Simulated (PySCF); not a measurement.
**Dipole response of Te²⁺ (tellurium, charge +2)**

[Kr] 4d10 5s2 5p2, high-spin 3P determinant. Calculation: PySCF 2.14, in def2-QZVPPD with the def2 core potential (28 electrons) (8s7p5d4f1g, 91 functions); scalar relativity through the core potential. Coupled (time-dependent) response in atomic units; α is the mean over directions.

| method | mean α (bohr³) | α xx, yy, zz | C₆ (like pair) | S(−4) |
| --- | --- | --- | --- | --- |
| CAM-B3LYP | 14.74 | 14.51, 14.86, 14.86 | 98.50 | 51.17 |

S(−4) is the Cauchy moment in α(ω) = α(0) + S(−4) ω² + …

Spin-orbit coupling is absent.

α(iu) at CAM-B3LYP:

```tsv
u (hartree)	α(iu) (bohr³)
0	14.74
0.0500	14.62
0.100	14.25
0.200	12.98
0.300	11.34
0.500	8.264
0.750	5.662
1.00	4.129
1.50	2.570
2.00	1.819
3.00	1.089
5.00	0.5259
```

A single London oscillator, α(iu) = α/(1 + u²/ω²), gives C₆ = (3/4) ω α². Matching the computed C₆ needs ω = 4 × 98.50 / (3 × 14.74²) = 0.604 hartree.

For an ion, C₆ is the dispersion term alone; charge-induced terms of lower order in 1/R come first.

The components differ because the open shell of this determinant is not spherical; for a pure term their mean is the scalar polarisability.

Energies and moments cover only the electrons outside the core potential.
